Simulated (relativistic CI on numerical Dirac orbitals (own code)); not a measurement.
## Hyperfine structure of Zn¹⁴⁺, mass number 67

Calculated at this level of theory: Dirac-Coulomb-Breit CI, orbitals from a KLI potential per configuration, model QED, unscaled Slater integrals (own radial code, finite nucleus).

Configuration list (outside the closed core [Ne]): 3s²3p⁴, 3s3p⁵, 3s²3p³3d, 3p⁶, 3s3p⁴3d, 3p⁵3d, 3s3p³3d², 3s²3p³4s, 3s²3p²3d4p, 3p⁵4s, 3s²3p³4p, 3p⁵4p, 3s3p³3d4s, 3s²3p²3d², 3s²3p3d³, 3s3p²3d³, 3s²3p3d²4s, 3s²3p3d²4p, 3p⁴3d², 3p³3d³, 3p³3d²4s, 3p³3d²4p. Double excitations out of closed p, d and f shells are left out; levels of such configurations are missing from the list, as are those of other unlisted configurations, and high levels can miss mixing partners.

Nuclear spin I = 5/2, μ = 0.87485 μN, Q = 0.122 b (tables of Stone and Pyykkö). The electronic factors are computed for point nuclear moments, without core polarisation or the Bohr-Weisskopf and QED corrections.

| Level | E (cm⁻¹) | A (MHz) | B (MHz) |
| --- | --- | --- | --- |
| 3s²3p⁴ ³P2 | 0 | 2664 | 1310 |
| 3s²3p⁴ ³P1 | 28692 | -130.9 | -839 |
| 3s²3p⁴ ¹D2 | 60657 | 5540 | -3000 |
| 3s3p⁵ ³P°2 | 377591 | 11700 | -1530 |
| 3s3p⁵ ³P°1 | 397002 | 9372 | 737 |
| 3s3p⁵ ¹P°1 | 486957 | 9046 | -1230 |
| 3s²3p³3d ⁵D°1 | 510300 | 638.9 | -127 |
| 3s²3p³3d ⁵D°2 | 510340 | 885 | -57.1 |

Levels with J = 0, under 50 % of one LS term, or S terms without an open s electron are left out. Small factors come from cancelling terms and can be off by tens of per cent or more.

At this charge energies of transitions that change n are usually good to better than 1 %, and those within a shell (Δn = 0) to a few per cent.

Question: Give the hyperfine levels of 3s²3p⁴ ³P2 relative to its centre of gravity.

Answer: With K = F(F + 1) − I(I + 1) − J(J + 1), E = AK/2 + B[¾K(K + 1) − I(I + 1)J(J + 1)]/[2I(2I − 1)J(2J − 1)]: F = 1/2: -17730, F = 3/2: -14330, F = 5/2: -8319, F = 7/2: 776.8, F = 9/2: 13650 MHz.

LS names give the leading component of a level, which can be under half, so a name can repeat, a term be missing and a line seem to break the LS rules.
